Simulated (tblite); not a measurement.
C₆H₆NO₂P.
Cartesian coordinates in Å at the GFN2-xTB level; atoms count from 1:
```
atom  x, y, z in Å
C1    -2.0626   -1.1736   -0.9582
O2    -0.8115   -1.2230   -0.2951
C3    -0.1893   -0.0551   -0.0972
N4    -0.7844    1.0410   -0.5356
C5    -0.2633    2.2372   -0.3938
P6     1.2457    2.6937    0.3536
C7     1.7595    1.0974    0.8051
C8     1.0599   -0.0740    0.5670
C9     1.6373   -1.3502    1.0201
O10    2.6936   -1.4570    1.5889
H11   -2.7750   -0.5703   -0.3922
H12   -2.4025   -2.2048   -1.0225
H13   -1.9537   -0.7434   -1.9556
H14   -0.8788    3.0303   -0.8085
H15    2.7082    0.9892    1.3200
H16    1.0094   -2.2284    0.7925
```

Computed values, GFN2-xTB/tblite, gas phase, harmonic and unscaled. Errors from tens to a few hundred cm⁻¹ against measured bands are possible. One conformer, not necessarily the lowest.

Harmonic wavenumbers (cm⁻¹): 70.6, 86.7, 133.7, 147.4, 169.6, 201.6, 218.0, 368.8, 387.7, 403.6, 406.1, 513.5, 606.4, 667.8, 719.9, 765.3, 800.9, 821.1, 857.9, 926.0, 941.9, 1041.6, 1119.2, 1128.6, 1143.1, 1199.5, 1273.0, 1335.4, 1352.0, 1379.3, 1394.5, 1440.0, 1459.5, 1472.5, 1524.6, 1739.5, 2820.7, 2973.9, 2987.3, 3002.7, 3029.0, 3038.0.

A = 1343, B = 1183, C = 631.3 MHz; mass 155.014 u (most abundant isotopes); point group Cs, symmetry number 1.

Task: Zero-point energy?

Result: ½Σν̃ = 24034 cm⁻¹ = 68.72 kcal/mol.

Task: Give the ideal-gas entropy at 298.15 K and 1 bar in the rigid-rotor, harmonic-oscillator model (classical rotation).

Result: Translation 41.05, rotation 30.15, vibration 27.18: S = 98.4 cal/(mol K).

Task: And Cp and H(298.15 K) − H(0)?

Result: Cp = 36.86 cal/(mol K), of which vibrations give 28.91 (their classical limit is 42 R = 83.5); H(298.15 K) − H(0) = 6.78 kcal/mol without the zero-point energy, 4.41 from vibrations.

Task: How do the functions run with temperature in this model?

Result: 
| T (K) | S (cal/(mol K)) | Cp (cal/(mol K)) | H − H(0) (kcal/mol) | G − H(0) (kcal/mol) | ln q(vib) |
| --- | --- | --- | --- | --- | --- |
| 100 | 69.7 | 18.6 | 1.26 | -5.71 | 1.28 |
| 200 | 85.5 | 28.0 | 3.60 | -13.51 | 3.76 |
| 300 | 98.6 | 37.0 | 6.85 | -22.73 | 6.28 |
| 500 | 121.4 | 52.6 | 15.89 | -44.79 | 11.18 |
| 800 | 149.5 | 66.9 | 34.03 | -85.59 | 18.06 |
| 1000 | 165.1 | 72.7 | 48.02 | -117.09 | 22.25 |

q(vib) and H(0) count from the zero-point level.

Task: Which modes carry the vibrational entropy at 298.15 K?

Result: 70.6 cm⁻¹: 4.14; 86.7 cm⁻¹: 3.73; 133.7 cm⁻¹: 2.89; 147.4 cm⁻¹: 2.71; 169.6 cm⁻¹: 2.44; 201.6 cm⁻¹: 2.12 cal/(mol K); the other 36 give 9.15 together.

Task: Blend soft modes into free rotors: weight 1/[1 + (100 cm⁻¹/ν̃)⁴] for the oscillator and the rest for a rotor with moment μB/(μ + B), μ = h/(8π²ν), B = 10⁻⁴⁴ kg m². What vibrational entropy results?

Result: 25.85 cal/(mol K) in place of 27.18, which changes −T·S at 298.15 K by +0.40 kcal/mol.

Task: What must be added to the electronic energy to get the Gibbs energy at 298.15 K and 1 bar?

Result: ZPE + [H(298.15 K) − H(0)] − T·S = 68.72 + 6.78 − 29.33 = 46.17 kcal/mol.

Hindered rotation and anharmonicity are outside this model. Other conformers, if any are populated, would add a mixing term that is left out.
